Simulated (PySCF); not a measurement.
C5H12Si, charge +1, doublet, at a GFN2-xTB geometry (a state made from the parent by changing its charge; the spin is typed, not shown lowest); CCSD(T)/STO-3G (PySCF).

PySCF was given this input:
```python
from pyscf import gto, scf, cc

mol = gto.M(
    atom='''
C     1.98742222   -0.71387019    1.21039640
C     1.55347815    0.02772452    0.23549644
Si   -0.40674766    0.15074491   -0.16653861
C    -0.62098056    1.98758016   -0.57878704
C    -1.51306925   -0.51904359    1.21237923
C    -0.22472511   -1.09503153   -1.63248113
H     3.02814494   -0.66592410    1.52054307
H     1.38616650   -1.39444468    1.79194372
H     2.13537443    0.66765115   -0.40495820
H    -1.65171731    2.18907041   -0.86195158
H     0.01401259    2.29848376   -1.40600822
H    -0.39466899    2.63030928    0.26936202
H    -1.34268535    0.00041892    2.15316636
H    -2.56436871   -0.38211288    0.96723872
H    -1.36417064   -1.58259184    1.38769868
H     0.45494310   -0.72256590   -2.39229668
H     0.11608295   -2.07310296   -1.30794618
H    -1.21539909   -1.19977601   -2.06727446
''',
    basis='sto-3g',
    charge=1,
    spin=1,
    verbose=4,
)

mf = scf.UHF(mol)
mf.kernel()

mycc = cc.CCSD(mf, frozen=10)
mycc.kernel()
et = mycc.ccsd_t()
print('E(CCSD(T)) = %.10f' % (mycc.e_tot + et))
```

The log (banner, timings and long lists left out):

```
PySCF version 2.14.0

[INPUT] verbose = 4
[INPUT] num. atoms = 18
[INPUT] num. electrons = 55
[INPUT] charge = 1
[INPUT] spin (= nelec alpha-beta = 2S) = 1
[INPUT] symmetry False subgroup None
[INPUT] Mole.unit = angstrom
[INPUT] Symbol           X                Y                Z      unit          X                Y                Z       unit  Magmom
[...]
nuclear repulsion = 296.115249198116
number of shells = 32
number of NR pGTOs = 138
number of NR cGTOs = 46
basis = sto-3g
ecp = {}

******** <class 'pyscf.scf.uhf.UHF'> ********
method = UHF
initial guess = minao
damping factor = 0
level_shift factor = 0
DIIS = <class 'pyscf.scf.diis.CDIIS'>
diis_start_cycle = 1
diis_space = 8
diis_damp = 0
SCF conv_tol = 1e-09
SCF conv_tol_grad = None
SCF max_cycles = 50
direct_scf = True
direct_scf_tol = 1e-13
number electrons alpha = 28  beta = 27
Set gradient conv threshold to 3.16228e-05
init E= -480.049186741003

cycle= 1 E= -479.32171914347  delta_E= 0.727  |g|= 0.206  |ddm|= 3.38
cycle= 2 E= -479.364686318883  delta_E= -0.043  |g|= 0.0637  |ddm|= 0.395
cycle= 3 E= -479.371005980326  delta_E= -0.00632  |g|= 0.0275  |ddm|= 0.142
cycle= 4 E= -479.372720856513  delta_E= -0.00171  |g|= 0.0167  |ddm|= 0.0692
cycle= 5 E= -479.373751561465  delta_E= -0.00103  |g|= 0.0127  |ddm|= 0.0536
cycle= 6 E= -479.374728544915  delta_E= -0.000977  |g|= 0.0115  |ddm|= 0.0597
cycle= 7 E= -479.375693076732  delta_E= -0.000965  |g|= 0.0107  |ddm|= 0.0623
cycle= 8 E= -479.377771668904  delta_E= -0.00208  |g|= 0.00724  |ddm|= 0.166
cycle= 9 E= -479.37847324672  delta_E= -0.000702  |g|= 0.00437  |ddm|= 0.0911
cycle= 10 E= -479.378697821067  delta_E= -0.000225  |g|= 0.00344  |ddm|= 0.0547
cycle= 11 E= -479.378734552807  delta_E= -3.67e-05  |g|= 0.0029  |ddm|= 0.02
cycle= 12 E= -479.378835811749  delta_E= -0.000101  |g|= 0.00285  |ddm|= 0.0633
cycle= 13 E= -479.378869063312  delta_E= -3.33e-05  |g|= 0.00107  |ddm|= 0.0193
cycle= 14 E= -479.378882615472  delta_E= -1.36e-05  |g|= 0.000458  |ddm|= 0.0177
cycle= 15 E= -479.378884083322  delta_E= -1.47e-06  |g|= 0.00028  |ddm|= 0.0072
cycle= 16 E= -479.378884305838  delta_E= -2.23e-07  |g|= 9.08e-05  |ddm|= 0.00163
cycle= 17 E= -479.378884345744  delta_E= -3.99e-08  |g|= 3.63e-05  |ddm|= 0.00105
cycle= 18 E= -479.378884350068  delta_E= -4.32e-09  |g|= 1.89e-05  |ddm|= 0.000347
cycle= 19 E= -479.378884351439  delta_E= -1.37e-09  |g|= 5.59e-06  |ddm|= 0.000174
cycle= 20 E= -479.378884351503  delta_E= -6.32e-11  |g|= 2.57e-06  |ddm|= 2.2e-05
[...]
converged SCF energy = -479.378884351515  <S^2> = 0.79965016  2S+1 = 2.0490487
[...]
direct = 0
conv_tol = 1e-07
conv_tol_normt = 1e-06
diis_space = 6
diis_start_cycle = 0
diis_start_energy_diff = 1e+09
Init t2, MP2 energy = -0.285627927397683
Init E_corr(UCCSD) = -0.285627927400669
cycle = 1  E_corr(UCCSD) = -0.345759045230207  dE = -0.0601311178  norm(t1,t2) = 0.110233
cycle = 2  E_corr(UCCSD) = -0.365968115633536  dE = -0.0202090704  norm(t1,t2) = 0.0573092
cycle = 3  E_corr(UCCSD) = -0.381020535155554  dE = -0.0150524195  norm(t1,t2) = 0.0446754
cycle = 4  E_corr(UCCSD) = -0.384195831976999  dE = -0.00317529682  norm(t1,t2) = 0.0351695
cycle = 5  E_corr(UCCSD) = -0.386548465170263  dE = -0.00235263319  norm(t1,t2) = 0.0290017
cycle = 6  E_corr(UCCSD) = -0.389050254965348  dE = -0.0025017898  norm(t1,t2) = 0.0204348
cycle = 7  E_corr(UCCSD) = -0.389712912897662  dE = -0.000662657932  norm(t1,t2) = 0.0136096
cycle = 8  E_corr(UCCSD) = -0.391638177759702  dE = -0.00192526486  norm(t1,t2) = 0.0102014
cycle = 9  E_corr(UCCSD) = -0.391660535559205  dE = -2.23577995e-05  norm(t1,t2) = 0.00591831
cycle = 10  E_corr(UCCSD) = -0.391872222158263  dE = -0.000211686599  norm(t1,t2) = 0.00304032
cycle = 11  E_corr(UCCSD) = -0.391738570285135  dE = 0.000133651873  norm(t1,t2) = 0.00153852
cycle = 12  E_corr(UCCSD) = -0.39171279965122  dE = 2.57706339e-05  norm(t1,t2) = 0.000696974
cycle = 13  E_corr(UCCSD) = -0.391734317060293  dE = -2.15174091e-05  norm(t1,t2) = 0.000378428
cycle = 14  E_corr(UCCSD) = -0.391746971222678  dE = -1.26541624e-05  norm(t1,t2) = 0.000197389
cycle = 15  E_corr(UCCSD) = -0.3917572801964  dE = -1.03089737e-05  norm(t1,t2) = 8.69121e-05
cycle = 16  E_corr(UCCSD) = -0.391757031117651  dE = 2.49078749e-07  norm(t1,t2) = 4.32844e-05
cycle = 17  E_corr(UCCSD) = -0.391756773271421  dE = 2.5784623e-07  norm(t1,t2) = 2.05934e-05
cycle = 18  E_corr(UCCSD) = -0.391756391255695  dE = 3.82015725e-07  norm(t1,t2) = 1.38769e-05
cycle = 19  E_corr(UCCSD) = -0.391756231326256  dE = 1.5992944e-07  norm(t1,t2) = 7.82647e-06
cycle = 20  E_corr(UCCSD) = -0.391756084768061  dE = 1.46558194e-07  norm(t1,t2) = 4.74893e-06
cycle = 21  E_corr(UCCSD) = -0.391755900631426  dE = 1.84136635e-07  norm(t1,t2) = 2.3207e-06
cycle = 22  E_corr(UCCSD) = -0.391755821258314  dE = 7.93731119e-08  norm(t1,t2) = 1.16487e-06
cycle = 23  E_corr(UCCSD) = -0.391755786216865  dE = 3.50414491e-08  norm(t1,t2) = 7.17362e-07
UCCSD converged
E(UCCSD) = -479.7706401377321  E_corr = -0.3917557862168651
UCCSD(T) correction = -0.005007507813503
E(CCSD(T)) = -479.7756476455
```
